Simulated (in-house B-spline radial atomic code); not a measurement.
I²⁺. Computed with a B-spline radial atomic code. Model: non-relativistic spherical atom: semilocal Troullier-Martins pseudo-atom, one channel per l, against all electrons, high spin, G0W0 and RPA with empty states to l = 8, local potential for every l without a channel, a model core (radius 0 = none) keeps its share of the functional.

The core holds an angular momentum without a channel of its own, so the local potential lets valence electrons into it.

Without relativity these are model numbers for so heavy an element.

What the tables leave out is listed at the end.

The pseudopotential gives back the lowest level of each angular momentum of its own functional in the configuration it was made in; a second state of the same l is only approximately right. Exact exchange, RPA and GW see the smooth pseudo-orbitals and miss the exchange with the core, for which the functional's share stands in. The column with an uncorrelated core keeps all orbitals and exact exchange, and so separates missing core correlation from pseudisation. Only the three outermost levels and the lowest empty one were computed. RPA here is direct RPA, with no exchange kernel, and its energies carry an (l + 1/2)⁻⁴ tail. A hybrid on a potential with a model core restores only its own semilocal share of the core's exchange.

Command:
```bash
python run_psgw.py task.json out
```
Settings (lengths in bohr, energies in hartree):
```
Z                      53
electrons              51
configuration          [Kr] 4d10 5s2 5p3
generated_in           [Kr] 4d10 5s2 5p5
functional             pbe,pbe
core_shells            9
radius_factor          1.15
core_correction        True
```

Time taken, with all properties: 35 s on 1 thread of Arm Neoverse N1 (shared host).

Given: made with PBE; model core radius 1.452 bohr; local radius 2.085 bohr; mean-field start PBE.

Valence shells of the generating configuration: 5s, 5p.

Channel: s 2.039, p 2.346 (radii in bohr).

Computed: largest level miss in the spin-unpolarised generating configuration 0 eV; valence RPA correlation energy all-electron orbitals -0.18002 hartree; valence RPA correlation energy pseudo -0.25065 hartree; pseudo-atom RPA polarisability 13.958 bohr³.

| level | occupied | mean-field all-electron (eV) | mean-field pseudo minus all (eV) | G0W0 all-electron (eV) | G0W0 uncorrelated core minus all (eV) | G0W0 pseudo minus all (eV) | exchange self-energy all-electron (eV) | exchange self-energy pseudo (eV) |
| --- | --- | --- | --- | --- | --- | --- | --- | --- |
| 5p up | 1 | -25.399 | 0 | -30.384 | 0.366 | 0.058 | -19.858 | -16.306 |
| 5s down | 1 | -32.758 | -0.032 | -37.7 | 0.888 | 0.141 | -17.918 | -12.557 |
| 5p down (empty) | 0 | -22.821 | -0.031 | -19.249 | 0.439 | -0.696 | -6.317 | -2.7474 |

Problem. What is the all-electron RPA polarisability, core included?

Solution. 12.604 bohr³.

Given: mean-field start PBE0.

Computed: valence RPA correlation energy all-electron orbitals -0.1642 hartree; valence RPA correlation energy pseudo -0.21982 hartree; pseudo-atom RPA polarisability 12.784 bohr³.

```csv
level,occupied,mean-field all-electron (eV),mean-field pseudo minus all (eV),G0W0 all-electron (eV),G0W0 uncorrelated core minus all (eV),G0W0 pseudo minus all (eV),exchange self-energy all-electron (eV),exchange self-energy pseudo (eV)
5p up,1,-26.805,0.147,-30.518,0.354,0.161,-19.822,-16.209
5s down,1,-33.789,0.409,-37.673,0.883,0.666,-17.743,-12.37
5p down (empty),0,-21.635,0.105,-19.1,0.423,-0.34,-6.0583,-2.6856
```

Problem. What is the all-electron RPA polarisability, core included?

Solution. 11.452 bohr³.

Among the listed levels the largest G0W0 shift of the pseudo-atom is -0.70 eV, for 5p down (empty) on the PBE start, while leaving the core uncorrelated moves that level by +0.44 eV. So pseudisation and the lost core exchange, not the missing core correlation, make the error. Not in the tables (levels of low weight, unsolved or above zero; the highest and the empty levels are kept at any weight): on PBE the G0W0 levels 5s up (pseudo minus all +2.73 eV, weights 0.24 and 0.32); on PBE0 the G0W0 levels 5s up (pseudo minus all +1.75 eV, weights 0.34 and 0.35); no Hartree-Fock pseudo-atom is run with a model core.
